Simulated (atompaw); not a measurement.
## What one change does to a pseudopotential (sulfur (S), PAW (atompaw))

* Element: S
* Generator: atompaw 4.2.0.5
* Type: PAW
* Functional: LDA (PW92)
* Relativity: non-relativistic
* Frozen core: [Ne]
* Valence charge: 6
* Reference configuration: 3s2 3p4
* Partial waves: 3s (bound): rc 1.65 bohr; 3s channel at -0.7 Ry: rc 1.65 bohr; 3p (bound): rc 1.65 bohr; 3p channel at 0.2 Ry: rc 1.65 bohr
* Local potential: ultrasoft scheme with l = 2 at 1 Ry, radius 1.65 bohr
* Core correction: smooth core density matched at 1.35 bohr
* Augmentation charge: gaussian compensation charge, radius 1.40 bohr; PAW radius 1.65 bohr; waves and projectors: custom rrkj vanderbiltortho

Change: augmentation gaussian compensation charge, radius 1.40 bohr; PAW radius 1.65 bohr; waves and projectors: custom polynom vanderbiltortho.

Cutoffs: the cutoffs (Ry, on a coarse ladder) from which the occupation-weighted sum of valence levels, in a spherical-Bessel basis at the reference potential, stays within 10 and 1 mRy of its value at 400 Ry; they do not see the model core or the augmentation charge, which bear on the density cutoff.

Task: What does the change do?

Result: The potential gets softer (18 Ry and 30 Ry → 15 Ry and 25 Ry); neither file shows a bound ghost.

| quantity | base | changed |
| --- | --- | --- |
| cutoff, loose | 18 Ry | 15 Ry |
| cutoff, tight | 30 Ry | 25 Ry |
| loose cutoff by channel (10 mRy a level) | s 6 Ry, p 15 Ry | s 12 Ry, p 10 Ry |
| bound ghosts | none | none |
| s: phases at 1.66 bohr within 0.05 rad from the reference energy up to (Ry; the scan ends near 5) | to the end of the scan | to the end of the scan |
| p: phases at 1.66 bohr within 0.05 rad from the reference energy up to (Ry; the scan ends near 5) | to the end of the scan | to the end of the scan |
| lowest overlap eigenvalue by channel | s 0.41, p 0.80 | s 0.25, p 0.73 |

 The cutoffs see the waves, projectors and local potential, not the compensation charge or the core.
